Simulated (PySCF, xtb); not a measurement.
Mg(OH)(SH) (H2MgOS), SMILES [OH][Mg][SH]. The values are those of a single conformer.

Harmonic wavenumbers (cm⁻¹) from GFN2-xTB (xtb 6.7.1) at its own minimum, in rising order: 63, 127, 276, 336, 376, 527, 708, 2429, 3745.

Task: What does PySCF 2.14.0 with ωB97X-D3(BJ)/def2-TZVP give at its own minimum? (The exact figures need the calculation; the answer reports its results.)

Result: 94, 113, 143, 150, 389, 542, 830, 2739, 4086. Paired by order, the mean absolute difference is 129 cm⁻¹ and the zero-point energies are 12.3 and 13.0 kcal/mol.
